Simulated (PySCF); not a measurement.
PySCF input for C2H7Bi, SMILES [CH2]([BiH2])C, TDA-M06-2X/def2-SVPD. Geometry: PBE0-D3(BJ)/def2-SVP. The def2 effective core potentials stand for the cores of Bi; spin–orbit coupling is left out.

```python
import numpy as np
from pyscf import gto, scf, dft, tdscf

mol = gto.M(
    atom='''
    Bi    0.00152513   -0.47108251    0.00000000
    H    -1.22676798   -0.13980819    1.27360382
    H    -1.22676796   -0.13980819   -1.27360382
    C     0.69930689    1.70962181   -0.00000000
    C    -0.40898041    2.74288265   -0.00000000
    H     1.34728591    1.80194669    0.88599234
    H     1.34728592    1.80194669   -0.88599233
    H    -1.05506295    2.64605698   -0.88611266
    H    -1.05506296    2.64605697    0.88611265
    H     0.00054563    3.76843041    0.00000001
    ''',
    basis='def2-SVPD',
    ecp={'Bi': 'def2-svp'},
    charge=0,
    spin=0,
    symmetry=True,
    max_memory=1600,
    verbose=4,
)
mf = dft.RKS(mol, xc='m06-2x').density_fit(auxbasis='def2-universal-jkfit')
mf.grids.level = 4
mf.conv_tol = 1e-9
mf.max_cycle = 100
mf.kernel()
mf.grids = dft.Grids(mol).set(level=2).build(with_non0tab=True)  # coarser grid for the response kernel
td = tdscf.TDA(mf)
td.singlet = True
td.nstates = 10
td.conv_tol = 1e-4
td.kernel(x0=td.get_init_guess(mf, 15))
td.analyze()
tt = tdscf.TDA(mf)
tt.singlet = False
tt.nstates = 4
tt.conv_tol = 1e-4
tt.kernel(x0=tt.get_init_guess(mf, 9))
tt.analyze(verbose=3)
```

Output:

```
PySCF version 2.14.0

[INPUT] verbose = 4
[INPUT] num. atoms = 10
[INPUT] num. electrons = 42
[INPUT] charge = 0
[INPUT] spin (= nelec alpha-beta = 2S) = 0
[INPUT] symmetry True subgroup None
[INPUT] Mole.unit = angstrom
[INPUT] Symbol           X                Y                Z      unit          X                Y                Z       unit  Magmom
[INPUT]  1 Bi     0.001525130000  -0.471082510000   0.000000000000 AA    0.002882078004  -0.890216925973   0.000000000000 Bohr   0.0
[INPUT]  2 H     -1.226767980000  -0.139808190000   1.273603820000 AA   -2.318255500586  -0.264199189071   2.406762411000 Bohr   0.0
[INPUT]  3 H     -1.226767960000  -0.139808190000  -1.273603820000 AA   -2.318255462791  -0.264199189071  -2.406762411000 Bohr   0.0
[INPUT]  4 C      0.699306890000   1.709621810000   0.000000000000 AA    1.321498499121   3.230716997483   0.000000000000 Bohr   0.0
[INPUT]  5 C     -0.408980410000   2.742882650000   0.000000000000 AA   -0.772860965212   5.183297000321   0.000000000000 Bohr   0.0
[INPUT]  6 H      1.347285910000   1.801946690000   0.885992340000 AA    2.546001381385   3.405185735167   1.674282871063 Bohr   0.0
[INPUT]  7 H      1.347285920000   1.801946690000  -0.885992330000 AA    2.546001400283   3.405185735167  -1.674282852165 Bohr   0.0
[INPUT]  8 H     -1.055062950000   2.646056980000  -0.886112660000 AA   -1.993780019676   5.000323002194  -1.674510242910 Bohr   0.0
[INPUT]  9 H     -1.055062960000   2.646056970000   0.886112650000 AA   -1.993780038573   5.000322983296   1.674510224013 Bohr   0.0
[INPUT] 10 H      0.000545630000   3.768430410000   0.000000010000 AA    0.001031091265   7.121301394382   0.000000018897 Bohr   0.0

nuclear repulsion = 129.165555034363
point group symmetry = Cs
symmetry origin: [ 5.18748349e-09 -3.89061249e-09  1.85267267e-10]
symmetry axis x: [ 1.00000000e+00  1.11507261e-09 -2.98504321e-09]
symmetry axis y: [ 1.11507260e-09 -1.00000000e+00 -1.86223618e-10]
symmetry axis z: [ 2.98504321e-09 -1.86223636e-10  1.00000000e+00]
num. orbitals of irrep A' = 80
num. orbitals of irrep A" = 48
number of shells = 56
number of NR pGTOs = 197
number of NR cGTOs = 128
basis = def2-SVPD
ecp = {'Bi': 'def2-svp'}


[settings echo left out]
init E= -267.554995127151
HOMO (A") = -0.654544082906019  LUMO (A") = -0.511902294908883  gap/eV = 3.88148
cycle= 1 E= -293.484007349723  delta_E= -25.9  |g|=  2.1  |ddm|= 14.7
HOMO (A') = -0.0276792407963047  LUMO (A') = -0.00852691266416272  gap/eV = 0.52116
cycle= 2 E= -293.455475649695  delta_E= 0.0285  |g|= 2.24  |ddm|= 33.2
HOMO (A') = -0.260940090625009  LUMO (A') = -0.00659117396484099  gap/eV = 6.92119
cycle= 3 E= -294.757298891181  delta_E= -1.3  |g|= 0.146  |ddm|= 31.5
HOMO (A') = -0.292293902861497  LUMO (A') = 0.0141298497801312  gap/eV = 8.33822
cycle= 4 E= -294.762480274689  delta_E= -0.00518  |g|= 0.13  |ddm|= 0.738
HOMO (A') = -0.288847390084131  LUMO (A') = 0.0158156458900098  gap/eV = 8.29030
cycle= 5 E= -294.767205405882  delta_E= -0.00473  |g|= 0.0221  |ddm|= 0.175
HOMO (A') = -0.294657006438278  LUMO (A') = 0.0124402526970009  gap/eV = 8.35654
cycle= 6 E= -294.767382857156  delta_E= -0.000177  |g|= 0.0107  |ddm|= 0.067
HOMO (A') = -0.294527517737004  LUMO (A') = 0.0123033559418317  gap/eV = 8.34929
cycle= 7 E= -294.767416608291  delta_E= -3.38e-05  |g|= 0.00299  |ddm|= 0.0224
HOMO (A') = -0.294499011113121  LUMO (A') = 0.0124641620390715  gap/eV = 8.35289
cycle= 8 E= -294.767420423891  delta_E= -3.82e-06  |g|= 0.000561  |ddm|= 0.00776
HOMO (A') = -0.294454430963047  LUMO (A') = 0.0125141415466548  gap/eV = 8.35304
cycle= 9 E= -294.767420609289  delta_E= -1.85e-07  |g|= 0.000127  |ddm|= 0.00198
HOMO (A') = -0.294456887160228  LUMO (A') = 0.0125150098901674  gap/eV = 8.35313
cycle= 10 E= -294.767420619782  delta_E= -1.05e-08  |g|= 2.79e-05  |ddm|= 0.000501
HOMO (A') = -0.294460262255337  LUMO (A') = 0.012511495683432  gap/eV = 8.35313
cycle= 11 E= -294.767420620212  delta_E= -4.29e-10  |g|= 8.17e-06  |ddm|= 0.000124
HOMO (A') = -0.294458989478157  LUMO (A') = 0.0125122475110739  gap/eV = 8.35311
Extra cycle  E= -294.767420620236  delta_E= -2.48e-11  |g|= 4.11e-06  |ddm|= 3.08e-05
converged SCF energy = -294.767420620236
tot grids = 75216


******** <class 'pyscf.tdscf.rks.TDA'> for <class 'pyscf.df.df_jk.DFSymAdaptedRKS'> ********
nstates = 10 singlet
deg_eia_thresh = 1.000e-03
wfnsym = None
conv_tol = 0.0001
eigh lindep = 1e-12
eigh level_shift = 0
eigh max_cycle = 100


Excitation energies (eV)
[5.64980998 5.91929551 6.21011858 6.72684143 6.99405186 7.22468552
 7.4880112  7.62012969 7.83281413 7.95113489]

** Singlet excitation energies and oscillator strengths **
Excited State   1:   A'      5.64981 eV    219.45 nm  f=0.0688
      21 -> 22       -0.68931
Excited State   2:   A"      5.91930 eV    209.46 nm  f=0.0367
      21 -> 24       -0.69057
Excited State   3:   A'      6.21012 eV    199.65 nm  f=0.2166
      20 -> 22        0.16357
      20 -> 23        0.27410
      21 -> 23       -0.61538
Excited State   4:   A'      6.72684 eV    184.31 nm  f=0.1201
      19 -> 24        0.17783
      20 -> 22       -0.62683
      21 -> 23       -0.17191
      21 -> 25       -0.15262
Excited State   5:   A"      6.99405 eV    177.27 nm  f=0.0000
      19 -> 22        0.48414
      19 -> 23        0.10657
      20 -> 24       -0.48403
Excited State   6:   A'      7.22469 eV    171.61 nm  f=0.1680
      20 -> 22        0.14120
      20 -> 23       -0.51616
      21 -> 23       -0.17381
      21 -> 25       -0.35721
      21 -> 26       -0.11612
Excited State   7:   A"      7.48801 eV    165.58 nm  f=0.0006
      19 -> 22        0.15535
      19 -> 23        0.60292
      20 -> 24        0.29024
Excited State   8:   A'      7.62013 eV    162.71 nm  f=0.4495
      20 -> 23       -0.34442
      20 -> 25        0.13589
      21 -> 23       -0.17111
      21 -> 25        0.51708
      21 -> 27       -0.16214
Excited State   9:   A"      7.83281 eV    158.29 nm  f=0.4619
      19 -> 22        0.45280
      19 -> 23       -0.32252
      20 -> 24        0.36569
      21 -> 30       -0.11307
Excited State  10:   A'      7.95113 eV    155.93 nm  f=0.0293
      19 -> 24        0.32161
      21 -> 25        0.16895
      21 -> 26       -0.41773
      21 -> 27        0.40107

** Transition electric dipole moments (AU) **
state          X           Y           Z        Dip. S.      Osc.
  1         0.6844      0.1683      0.0000      0.4968      0.0688
  2        -0.0000     -0.0000      0.5033      0.2533      0.0367
  3         0.0205      1.1929      0.0000      1.4234      0.2166
  4        -0.3232      0.7900      0.0000      0.7286      0.1201
  5         0.0000      0.0000     -0.0122      0.0001      0.0000
  6         0.6879      0.6900      0.0000      0.9493      0.1680
  7        -0.0000     -0.0000      0.0574      0.0033      0.0006
  8         0.5574      1.4481     -0.0000      2.4078      0.4495
  9        -0.0000     -0.0000      1.5515      2.4071      0.4619
 10         0.2874      0.2601      0.0000      0.1502      0.0293

WARN: ECP detected. Skipping calculation of transition velocity and magnetic dipole moments, which have not yet been implemented.



******** <class 'pyscf.tdscf.rks.TDA'> for <class 'pyscf.df.df_jk.DFSymAdaptedRKS'> ********
nstates = 4 triplet
deg_eia_thresh = 1.000e-03
wfnsym = None
conv_tol = 0.0001
eigh lindep = 1e-12
eigh level_shift = 0
eigh max_cycle = 100


Excitation energies (eV)
[4.5394818  5.02070885 5.31788128 5.82904748]

** Triplet excitation energies and oscillator strengths **
Excited State   1:   A'      4.53948 eV    273.12 nm  f=0.0000
Excited State   2:   A"      5.02071 eV    246.95 nm  f=0.0000
Excited State   3:   A'      5.31788 eV    233.15 nm  f=0.0000
Excited State   4:   A'      5.82905 eV    212.70 nm  f=0.0000
```

The calculation finished and met its thresholds.
